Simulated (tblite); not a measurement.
Species: C4H9OS2 (doublet state).
Z-matrix (Å and degrees, GFN2-xTB geometry), rows numbered from 1:
```
C 
O   1  1.4067
C   2  1.3782  1  117.64
S   3  1.7498  2  111.48  1  -178.42
C   3  1.4890  2  122.84  1    36.40
C   5  1.5360  3  111.50  2    70.19
S   6  1.8261  5  112.34  3  -176.84
H   1  1.0947  2  111.33  3    54.51
H   1  1.0888  2  105.64  3   173.15
H   1  1.0938  2  111.84  3   -68.01
H   4  1.3302  3   94.56  2    29.30
H   5  1.0928  3  107.86  2  -170.19
H   5  1.0926  3  110.80  2   -51.81
H   6  1.0897  5  111.19  3   -59.54
H   6  1.0899  5  110.69  3    61.72
H   7  1.3308  6   95.79  5   -63.70
```

Structure optimised with GFN2-xTB, isolated species. This method treats the open shell by occupation alone, without spin polarisation.

Masses are those of the commonest isotopes; rigid-rotor values at the optimised geometry. The values belong to one conformer with, in the numbering `[CH3:1][O:2][C:3]([SH:4])[CH2:5][CH2:6][SH:7]`, C1–O2–C3–S4 -178°, O2–C3–S4–H 29°, O2–C3–C5–C6 70°, C3–C5–C6–S7 -177°, C5–C6–S7–H -64°.

Task: What are A, B and C (GHz)?

Result: Ia = 209.03, Ib = 540.44, Ic = 706.65 u·Å²; 505379 MHz·u·Å²/I gives 2418, 935.1 and 715.2 MHz, that is A = 2.4178, B = 0.9351, C = 0.7152 GHz.

Task: What kind of rotor is it?

Result: An asymmetric top: κ = (2 × 935.1 − 2418 − 715.2)/(2418 − 715.2) = -0.74.

Task: Is it planar, by Δ = Ic − Ia − Ib?

Result: Not planar: Δ = Ic − Ia − Ib = -42.82 u·Å². For a rigid frame Δ = −2 Σ m c², so Σ m c² = 21.41 u·Å² lies off the ab plane: 8.31 from hydrogen and 13.10 from heavier atoms. The atom farthest from that plane is 1.43 Å away.

Task: Where do the levels up to J = 4 lie, in MHz?

Result: Above 0(0,0):
J = 1: 1(0,1) 1650, 1(1,1) 3133, 1(1,0) 3353
J = 2: 2(0,2) 4928, 2(1,2) 6214, 2(1,1) 6873, 2(2,1) 11321, 2(2,0) 11344
J = 3: 3(0,3) 9790, 3(1,3) 10821, 3(1,2) 12139, 3(2,2) 16272, 3(2,1) 16384, 3(3,1) 24249, 3(3,0) 24250
J = 4: 4(0,4) 16177, 4(1,4) 16941, 4(1,3) 19130, 4(2,3) 22856, 4(2,2) 23181, 4(3,2) 30891, 4(3,1) 30902, 4(4,1) 42003, 4(4,0) 42003
Those of J = 1 are B + C, A + C and A + B.

Task: Estimate the classical rotational partition function at 100 K, 200 K and 500 K.

Result: Point group C1, symmetry number σ = 1; q = (√π/σ)·√((kT/h)³/(ABC)), k/h = 20836.6 MHz/K: 133000 at 100 K, 375000 at 200 K, 1480000 at 500 K.

For this open shell read J as N, the rotation without spin; fine and hyperfine splittings come on top. Its GFN2-xTB frequencies are all real (lowest 52 cm⁻¹). No vibrational averaging or centrifugal distortion is included, and the geometry carries the error of its method.

The numbers are calculated, not measured.
